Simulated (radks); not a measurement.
Values are calculated unless marked as measured or tabulated.
Initial-state core-level shifts of the silver ion Ag3+ when its valence configuration changes from [Kr] 4d8. Level of theory: scalar-relativistic Kohn-Sham, r2SCAN, spin-polarised, spherical densities, finite nucleus; open shells are filled with parallel spins first (spin-orbit coupling, left out, can overturn this in heavy ions); meta-GGA in the generalised Kohn-Sham scheme; Fermi nuclear charge, rms radius 4.5454 fm (a radial shooting solver on a logarithmic mesh with Libxc functionals). Shifts are changes of the shell-averaged eigenvalues in eV (positive: less bound); the change of the density at the nucleus, which sets a Mossbauer isomer shift, is in e/bohr^3, on a base of 1.493e+05.

valence               2s       2p       3p       4s  density at nucleus
4d7 5p1           -7.888   -7.881   -7.702   -6.770               +6.36
4d7 5s1           -6.648   -6.642   -6.440   -5.513              +47.86
4d6 5s2          -13.700  -13.690  -13.231  -11.180              +98.12
4d6 5p2          -15.877  -15.863  -15.446  -13.361              +13.68
4d7 5s0.5 5p0.5   -7.267   -7.261   -7.071   -6.142              +26.83
4d6 5s1 5p1      -14.677  -14.664  -14.227  -12.161              +57.80
4d5 5s1 5p2      -22.871  -22.852  -22.108  -18.662              +69.62
